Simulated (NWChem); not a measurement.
Species: CH₃ISTe; SMILES CS[Te]I

```xyz
7

Te    -0.8619    -0.7456    -0.0571
I      0.2175     1.7717     0.0247
S      0.9502    -2.1117     0.6425
C      1.9374    -2.3505    -0.8627
H      1.3473    -2.8144    -1.6639
H      2.7574    -3.0265    -0.5759
H      2.3629    -1.3970    -1.2045
```
Atoms are numbered in this order, from 1.

Results from NWChem. Structure relaxed at the PBE0/def2-SVP level. No frequency run checked for a minimum. def2 effective core potentials on Te, I; no spin-orbit coupling. Ions are spin-unrestricted doublets at the neutral geometry; other ion states weren't tried.

For level PBE/def2-SVP:

* **vertical ionisation energy, ΔSCF (eV)**: 7.95
* **−ε(HOMO) (eV)**: 5.24

### Question
Estimate the same quantities for level B3LYP/def2-SVP.

### Answer
- vertical ionisation energy, ΔSCF (eV): 8.17
- −ε(HOMO) (eV): 6.07
